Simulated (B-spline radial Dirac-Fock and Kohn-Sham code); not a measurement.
Kohn-Sham estimates against Dirac-Fock for the levels of Ag¹⁵⁺

System: silver as Ag¹⁵⁺, configuration [Ar] 3d10 4s2 4p2.

The density-functional columns are spherical, spin-unpolarised Dirac-Kohn-Sham results without Breit or QED terms: −ε is minus the orbital energy of the initial state and ΔSCF the difference of two total energies. The reference in the last column comes from Dirac-Fock ΔSCF + Breit + QED. All numbers are from a radial atomic solver, in eV; a selection of levels is shown. For the 1s level of heavy atoms much of the gap between ΔSCF and the reference is the Breit and QED part, -78.5 eV here; for other levels the error of the functional can be larger.

| level | LDA −ε | LDA ΔSCF | Dirac-Fock |
| --- | --- | --- | --- |
| K | 25656.9 | 25981.2 | 25910.6 |
| L1 | 4092.0 | 4158.3 | 4204.5 |
| L2 | 3832.2 | 3912.0 | 3917.5 |
| L3 | 3656.8 | 3733.0 | 3744.3 |
| M1 | 1036.1 | 1064.3 | 1094.4 |
| M2 | 932.7 | 961.5 | 979.3 |
| M3 | 901.1 | 929.2 | 947.3 |
| M4 | 718.2 | 748.4 | 747.7 |
| M5 | 711.7 | 741.7 | 741.5 |
| N1 | 406.7 | 420.6 | 417.7 |
| N2,3 | 364.5 | 377.8 | 375.8 |

Values without a named source are computed, but for edge energies of neutral atoms, which are taken from tables.
